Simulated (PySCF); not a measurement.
# Peak assignment

Molfile (atoms numbered from 1):
```
C7H14S2
     RDKit          3D

 23 23  0  0  0  0  0  0  0  0999 V2000
   -2.2661    0.9836    0.1546 C   0  0  0  0  0  0  0  0  0  0  0  0
   -1.4170   -0.2800    0.0580 C   0  0  0  0  0  0  0  0  0  0  0  0
   -1.6856   -1.2083    1.2397 C   0  0  0  0  0  0  0  0  0  0  0  0
    0.0774    0.0493   -0.1554 C   0  0  0  0  0  0  0  0  0  0  0  0
    0.8588   -1.1901   -0.5899 C   0  0  0  0  0  0  0  0  0  0  0  0
    2.5127   -0.8448   -1.2489 S   0  0  0  0  0  0  0  0  0  0  0  0
    3.2084   -0.0430    0.2138 C   0  0  0  0  0  0  0  0  0  0  0  0
    2.3433    1.4508    0.7490 S   0  0  0  0  0  0  0  0  0  0  0  0
    0.7168    0.7121    1.0642 C   0  0  0  0  0  0  0  0  0  0  0  0
   -3.3383    0.7345    0.1514 H   0  0  0  0  0  0  0  0  0  0  0  0
   -2.0688    1.5409    1.0844 H   0  0  0  0  0  0  0  0  0  0  0  0
   -2.0744    1.6625   -0.6906 H   0  0  0  0  0  0  0  0  0  0  0  0
   -1.7327   -0.8121   -0.8583 H   0  0  0  0  0  0  0  0  0  0  0  0
   -1.4323   -0.7281    2.1983 H   0  0  0  0  0  0  0  0  0  0  0  0
   -1.1144   -2.1464    1.1721 H   0  0  0  0  0  0  0  0  0  0  0  0
   -2.7523   -1.4766    1.2849 H   0  0  0  0  0  0  0  0  0  0  0  0
    0.1358    0.7733   -0.9869 H   0  0  0  0  0  0  0  0  0  0  0  0
    0.9512   -1.9122    0.2394 H   0  0  0  0  0  0  0  0  0  0  0  0
    0.3323   -1.7047   -1.4087 H   0  0  0  0  0  0  0  0  0  0  0  0
    3.2621   -0.7641    1.0466 H   0  0  0  0  0  0  0  0  0  0  0  0
    4.2347    0.2563   -0.0430 H   0  0  0  0  0  0  0  0  0  0  0  0
    0.8086   -0.0040    1.8985 H   0  0  0  0  0  0  0  0  0  0  0  0
    0.1010    1.5494    1.4241 H   0  0  0  0  0  0  0  0  0  0  0  0
  1  2  1  0
  2  3  1  0
  2  4  1  0
  4  5  1  0
  5  6  1  0
  6  7  1  0
  7  8  1  0
  8  9  1  0
  9  4  1  0
  1 10  1  0
  1 11  1  0
  1 12  1  0
  2 13  1  0
  3 14  1  0
  3 15  1  0
  3 16  1  0
  4 17  1  0
  5 18  1  0
  5 19  1  0
  7 20  1  0
  7 21  1  0
  9 22  1  0
  9 23  1  0
M  END
```

A single conformation, gas phase, fast rotation and ring inversion assumed for equivalent nuclei, non-relativistic. NMR shieldings at CAM-B3LYP/pcSseg-1/GIAO; geometry: PBE0-D3(BJ)/def2-SVP; PySCF 2.14.0 with density-fitted response routines.

Referencing at the same level of theory: TMS for $^{13}$C (σ = 182.45 ppm), $^{1}$H (σ = 31.33 ppm).

Q: Assign these signals to the numbered atoms. $^{13}$C{$^{1}$H} NMR (computed): δ 45.8 (CH), 40.3 (CH2), 37.2 (CH), 37.0 (CH2), 19.7 (CH3).

A: 
45.8 → C4, sp3 CH in a ring: aliphatic region, no heteroatom directly attached
40.3 → C7, sp3 CH2 bonded to 2 S
37.2 → C2, sp3 CH: saturated and bonded to C and H only
37.0 → C5/C9, sp3 CH2 bonded to S
19.7 → C1/C3, methyl carbon: a saturated carbon with 1 carbon neighbour and no heteroatom attached

C2 and C5/C9 lie closer than the usual error of such a calculation, so a measured spectrum could show them in the other order.

Q: Assign these signals to the numbered atoms. $^{1}$H NMR (400 MHz, computed): δ 3.66 (m, 1H), 2.88 (m, 1H), 2.33 (m, 2H), 2.11 (m, 2H), 1.33 (m, 1H), 1.19 (m, 1H), 0.87 (d, 6H).

A: 
| δ (ppm) | atoms | environment | reason |
| --- | --- | --- | --- |
| 3.66 | H20 | hydrogen on an sp3 CH2 bonded to 2 S | – |
| 2.88 | H21 | hydrogen on an sp3 CH2 bonded to 2 S | – |
| 2.33 | H18/H22 | hydrogen on an sp3 CH2 bonded to S | – |
| 2.11 | H19/H23 | hydrogen on an sp3 CH2 bonded to S | – |
| 1.33 | H17 | hydrogen on an sp3 CH in a ring | – |
| 1.19 | H13 | hydrogen on an sp3 CH | far from electronegative atoms and π systems |
| 0.87 | H10/H11/H12/H14/H15/H16 | hydrogen on a methyl carbon | far from electronegative atoms and π systems |

Shifts are as computed, not scaled to solution data. Of 1211 compounds with measured shifts, 218 miss one by over three times the rms of a fit or turn the order of signals round; such compounds aren't used in these exercises. Multiplicities follow the n + 1 count of equivalent neighbours, as no J values were calculated; m marks all less simple cases, F and P coupling included.
